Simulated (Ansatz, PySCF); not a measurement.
This PySCF input computes a CAM-B3LYP/def2-TZVPD energy:

```python
from pyscf import gto, scf, dft

mol = gto.M(
    atom='''
    Br   -0.00000000   -0.00000000   -1.11103876
    Br    0.00000000    0.00000000    1.11103876
    ''',
    basis='def2-tzvpd',
    charge=1,
    spin=1,
    symmetry='D2h',
    verbose=4,
)

mf = dft.UKS(mol, xc='camb3lyp').density_fit(auxbasis='def2-universal-jkfit')
mf.grids.level = 3
mf.conv_tol = 1e-9
mf.max_cycle = 100
mf.max_memory = 1500
mf.kernel()
if not mf.converged:
    mf = mf.newton()
    mf.kernel(mf.make_rdm1())
mf.analyze()
```

Task: Write an input for the same energy in Ansatz (a quantum-chemistry and plane-wave program) and say what it gives.

Result: 
Ansatz 0.2 input:
```yaml
crystal:
  periodic: [false, false, false]
  atoms:
    - {symbol: Br, position_ang: [-0.00000000, -0.00000000, -1.11103876]}
    - {symbol: Br, position_ang: [0.00000000, 0.00000000, 1.11103876]}
basis:
  gaussian:
    orbitals: def2-TZVPD
hamiltonian:
  xc: {name: CAM-B3LYP}
total_charge: 1
magnetization: {spin_polarized: true, initial_magnetization: 1}
output: {forces: true}
```
It gives -5148.16257 Eh, and PySCF -5148.16258 Eh, a difference of 0.01 mEh.
